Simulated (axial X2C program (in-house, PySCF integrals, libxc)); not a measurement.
Curves of InO by EOM-IP-CCSD

Computed with an in-house all-electron X2C program for linear molecules (integrals from PySCF): two-component X2C with atomic mean-field Coulomb and Gaunt terms, Gaussian nuclei, basis In dyall-acv3z, O dyall-av3z with contracted cores.

Energies in eV from the lowest point of the lowest state; states are followed by energy order within each Ω. Reference: InO⁻, 20 electrons correlated in 94 virtual spinors with an MP2 remainder; levels at this size can be off by some tenths of an eV. Masses 114.904 and 15.995 u.

```json
{"R (Å)": "1.763", "(1)Ω=1/2": "0.2909", "(1)Ω=3/2": "1.2706", "(2)Ω=1/2": "1.3048", "(3)Ω=1/2": "3.8179"}
{"R (Å)": "1.839", "(1)Ω=1/2": "0.0544", "(1)Ω=3/2": "0.7010", "(2)Ω=1/2": "0.7281", "(3)Ω=1/2": "3.5410"}
{"R (Å)": "1.916", "(1)Ω=1/2": "0.0000", "(1)Ω=3/2": "0.3742", "(2)Ω=1/2": "0.3951", "(3)Ω=1/2": "3.4979"}
{"R (Å)": "2.002", "(1)Ω=1/2": "0.0762", "(1)Ω=3/2": "0.2100", "(2)Ω=1/2": "0.2247", "(3)Ω=1/2": "3.6459"}
{"R (Å)": "2.088", "(1)Ω=1/2": "0.2033", "(1)Ω=3/2": "0.1951", "(2)Ω=1/2": "0.2400", "(3)Ω=1/2": "3.9352"}
{"R (Å)": "2.203", "(1)Ω=1/2": "0.3296", "(1)Ω=3/2": "0.3300", "(2)Ω=1/2": "0.5319", "(3)Ω=1/2": "4.4616"}
```

T1 of the reference reaches 0.038 (Lee–Taylor). Curves followed by order can swap character. Number of frozen shells: In 4 s, 3 p, 1 d; O 1 s. Roots with under 60 % one-particle weight at any point are counted in the labels but not shown, and the list ends where the roots sought for some Ω run out; states that need a further excitation are missing and may lie low or lowest. Curves with a minimum but no constants failed the fit check.
